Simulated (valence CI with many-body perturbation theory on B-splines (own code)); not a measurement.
## Missing levels of Te37+

Level of theory: configuration interaction combined with many-body perturbation theory (CI+MBPT): five valence electrons over a frozen Dirac-Fock core [Ne], radial functions for each j: 9 s, 9 p, 8 d, 6 f, 3 g, 1 h, with the one-electron correlation potential Σ1, the two-electron term Σ2, the three-electron term Σ3, Breit, model QED; selected CI, second order for the rest (own B-spline code, finite nucleus).

The last digits are not significant, and no measured levels were compared; by estimate large intervals hold to a few tenths of a per cent, small ones and those within an open d or f shell to about a per cent. Among the levels kept, up to 530 cm⁻¹ of a level comes from second order outside the variational space, and about a tenth of that is noise between levels of different J, which matters for small intervals.

```csv
Level,E (cm⁻¹)
(3s^2 3p1/2^2 3p3/2) J=3/2,0
(3s^2 3p1/2 3p3/2^2) J=3/2,472970
(3s^2 3p1/2 3p3/2^2) J=5/2,535570
(3s^2 3p1/2 3p3/2^2) J=1/2,612630
(3s^2 3p3/2^3) J=3/2,1093500
(3s^2 3p1/2^2 3d3/2) J=3/2,1160600
(3s 3p1/2^2 3p3/2^2) J=5/2,?
(3s^2 3p1/2^2 3d5/2) J=5/2,?
(3s 3p1/2^2 3p3/2^2) J=1/2,?
(3s 3p1/2^2 3p3/2^2) J=3/2,1449600
(3s^2 3p1/2 3p3/2 3d3/2) J=5/2 [a],1634300
(3s^2 3p1/2 3p3/2 3d3/2) J=3/2 [a],1638200
(3s^2 3p1/2 3p3/2 3d3/2) J=1/2 [a],?
(3s^2 3p1/2 3p3/2 3d3/2) J=7/2,1692800
(3s^2 3p1/2 3p3/2 3d5/2) J=3/2 [a],1715900
(3s^2 3p1/2 3p3/2 3d5/2) J=7/2 [a],1758600
(3s^2 3p1/2 3p3/2 3d5/2) J=5/2 [a],1771800
(3s^2 3p1/2 3p3/2 3d5/2) J=9/2,?
(3s^2 3p1/2 3p3/2 3d3/2) J=5/2 [b],?
(3s^2 3p1/2 3p3/2 3d3/2) J=1/2 [b],1867300
```

Levels are named by their leading jj configuration (3d3/2^4 stands for four electrons in 3d with j = 3/2), which in mixed levels can hold well under half, so a name can repeat and another be missing. Letters in brackets count levels of one name in rising energy.

Question: The levels stand in rising order. What does the calculation give for the missing energies?

Answer: (3s 3p1/2^2 3p3/2^2) J=5/2 1237800; (3s^2 3p1/2^2 3d5/2) J=5/2 1386900; (3s 3p1/2^2 3p3/2^2) J=1/2 1438000; (3s^2 3p1/2 3p3/2 3d3/2) J=1/2 [a] 1644400; (3s^2 3p1/2 3p3/2 3d5/2) J=9/2 1822800; (3s^2 3p1/2 3p3/2 3d3/2) J=5/2 [b] 1838400.
